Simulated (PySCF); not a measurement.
Positional isomers: styrene fluoro+silyl. Isolated molecules, 0 K electronic values unless said otherwise. One relaxed conformer stands for each flexible species; it need not be the lowest. Strings in code marks are SMILES.

Quantity: electronic energy of isomers of C8H9FSi relative to `C=Cc1ccc([SiH3])c(F)c1` (C–C–C–C torsion 179°), in kcal/mol.

Case: `C=C(F)c1cccc([SiH3])c1` (F–C–C–C torsion 179°). Geometry of `c1c([SiH3])cc(C(F)=C)cc1` (neutral, multiplicity 1, Å):

```xyz
19

C     -3.5214    -0.1601    -0.0432
C     -2.3009    -0.6473    -0.2741
F     -2.1925    -1.8714    -0.8083
C     -0.9977    -0.0157    -0.0162
C     -0.8966     1.2799     0.5142
C      0.3482     1.8485     0.7455
C      1.5133     1.1375     0.4527
C      1.4430    -0.1570    -0.0765
Si     3.0025    -1.1386    -0.4508
C      0.1788    -0.7172    -0.3063
H     -3.6611     0.8273     0.3922
H     -4.4005    -0.7557    -0.2901
H     -1.7982     1.8504     0.7448
H      0.4137     2.8589     1.1559
H      2.4855     1.6028     0.6377
H      4.1795    -0.2188    -0.4216
H      3.2116    -2.2188     0.5626
H      2.9028    -1.7816    -1.7962
H      0.0899    -1.7230    -0.7224
```

Problem. Estimate the electronic energy of isomers of C8H9FSi relative to `C=Cc1ccc([SiH3])c(F)c1` (C–C–C–C torsion 179°) that PBE-D3(BJ)/def2-TZVP // PBE0-D3(BJ)/def2-SVP (PySCF) returns for this input.

Solution. 1.31 kcal/mol.
